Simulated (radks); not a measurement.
Values are calculated unless marked as measured or tabulated.
Coulomb parameter of the 4d shell of the technetium ion Tc3+ in the model configuration [Kr] 4d2.5 5p1.5, as a second difference U = [E(n + 0.5) + E(n - 0.5) - 2 E(n)] / (0.5)^2 with all orbitals relaxed. "Bare": the charge of the atom changes with n. "Screened": the 5p shell takes up the change at fixed total charge, which measures U(4d,4d) + U(5p,5p) - 2 U(4d,5p). Code: a radial shooting solver on a logarithmic mesh with Libxc functionals. Model: scalar-relativistic Kohn-Sham, PBEsol, spin-unpolarised, spherical densities, finite nucleus; Fermi nuclear charge, rms radius 4.4112 fm.

case,configuration,E - E(n) (eV)
start,[Kr] 4d2.5 5p1.5,0.000
bare +0.5,[Kr] 4d3 5p1.5,-19.313
bare -0.5,[Kr] 4d2 5p1.5,22.752
screened +0.5,[Kr] 4d3 5p1,-8.454
screened -0.5,[Kr] 4d2 5p2,9.101

U(bare) = 13.757 eV, U(screened by 5p) = 2.590 eV, against the Slater integral F0(4d,4d) = 17.062 eV with frozen orbitals.
